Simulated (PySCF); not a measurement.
Compound: C₇H₁₂SSi.
Numbering: `[CH:1]#[C:2]/[C:3]([CH2:4][CH3:5])=[C:6](/[CH3:7])[S:8][SiH3:9]` (hydrogens: H10 on C1; H11, H12 on C4; H13, H14, H15 on C5; H16, H17, H18 on C7; H19, H20, H21 on Si9)

The same species was optimised twice, with GFN2-xTB and with PBE0-D3(BJ)/def2-SVP (PySCF), and the same property calculations (PySCF, gas phase) were run on both structures.

| coordinate | GFN2-xTB | PBE0-D3(BJ)/def2-SVP | change |
| --- | --- | --- | --- |
| C3=C6 (Å) | 1.339 | 1.357 | +0.018 |
| C2–C3 (Å) | 1.414 | 1.427 | +0.013 |
| C1≡C2 (Å) | 1.201 | 1.215 | +0.014 |
| S8–Si9 (Å) | 2.140 | 2.148 | +0.008 |
| C3–C4 (Å) | 1.509 | 1.514 | +0.005 |
| C4–C5 (Å) | 1.528 | 1.525 | -0.003 |
| C6–C7 (Å) | 1.490 | 1.493 | +0.003 |
| C6–S8 (Å) | 1.795 | 1.796 | +0.001 |
| C6–S8–Si9 (°) | 98.8 | 96.3 | -2.5 |
| C1–C2–C3 (°) | 177.9 | 175.6 | -2.3 |
| C3–C4–C5 (°) | 110.6 | 112.3 | +1.7 |
| C3–C6–C7 (°) | 126.8 | 125.6 | -1.2 |
| C4–C3–C6 (°) | 124.5 | 123.7 | -0.8 |
| C3–C6–S8 (°) | 119.8 | 120.5 | +0.7 |
| C7–C6–S8 (°) | 113.4 | 113.9 | +0.5 |
| C2–C3–C6 (°) | 120.8 | 121.3 | +0.5 |
| C2–C3–C4–C5 (°) | -88 | -80 | +8 |
| C3–C6–S8–Si9 (°) | -82 | -82 | 0 |

Rotational constants: A = 1678, B = 808.7, C = 642.7 MHz (GFN2-xTB) against A = 1644, B = 800.0, C = 637.0 MHz (PBE0-D3(BJ)/def2-SVP). Point groups within 0.08 Å: C1 and C1.

On the GFN2-xTB structure: HOMO (eV) -6.62 [PBE0/pcSseg-1]; LUMO (eV) -0.92 [PBE0/pcSseg-1]; dipole (D) 1.78 [PBE0/pcSseg-1]; GIAO shielding of C1 (ppm) 94.4 [PBE0/pcSseg-1]; GIAO shielding of C2 (ppm) 98.1 [PBE0/pcSseg-1]; GIAO shielding of C3 (ppm) 49.1 [PBE0/pcSseg-1]; GIAO shielding of C4 (ppm) 154.3 [PBE0/pcSseg-1]; GIAO shielding of C5 (ppm) 170.4 [PBE0/pcSseg-1]; GIAO shielding of C6 (ppm) 39.5 [PBE0/pcSseg-1]; GIAO shielding of C7 (ppm) 162.2 [PBE0/pcSseg-1]; GIAO shielding of S8 (ppm) 593.9 [PBE0/pcSseg-1].

Q: What do these properties become on the PBE0-D3(BJ)/def2-SVP structure?

A: 
| property | level | on GFN2-xTB | on PBE0-D3(BJ)/def2-SVP | change |
| --- | --- | --- | --- | --- |
| HOMO (eV) | PBE0/pcSseg-1 | -6.62 | -6.69 | -0.07 |
| LUMO (eV) | PBE0/pcSseg-1 | -0.92 | -1.06 | -0.14 |
| dipole (D) | PBE0/pcSseg-1 | 1.78 | 1.76 | -0.02 |
| energy, GFN2-xTB geometry as zero (kcal/mol) | PBE0/pcSseg-1 | 0.0 | -2.1 | -2.1 |
| GIAO shielding of C1 (ppm) | PBE0/pcSseg-1 | 94.4 | 91.2 | -3.2 |
| GIAO shielding of C2 (ppm) | PBE0/pcSseg-1 | 98.1 | 98.2 | +0.1 |
| GIAO shielding of C3 (ppm) | PBE0/pcSseg-1 | 49.1 | 43.9 | -5.2 |
| GIAO shielding of C4 (ppm) | PBE0/pcSseg-1 | 154.3 | 152.6 | -1.7 |
| GIAO shielding of C5 (ppm) | PBE0/pcSseg-1 | 170.4 | 169.1 | -1.3 |
| GIAO shielding of C6 (ppm) | PBE0/pcSseg-1 | 39.5 | 37.4 | -2.1 |
| GIAO shielding of C7 (ppm) | PBE0/pcSseg-1 | 162.2 | 160.2 | -2.0 |
| GIAO shielding of S8 (ppm) | PBE0/pcSseg-1 | 593.9 | 595.1 | +1.2 |

The heavy atoms differ by 0.064 Å rms after alignment. Among bonds between heavy atoms C3=C6 changes most (+0.018 Å). Changes are differences of the printed values. Neither structure is proved a minimum here.

Shape of the structure used: `[CH:1]#[C:2]/[C:3]([CH2:4][CH3:5])=[C:6](/[CH3:7])[S:8][SiH3:9]`: C2–C3–C4–C5 -80°, C3–C6–S8–Si9 -82°.
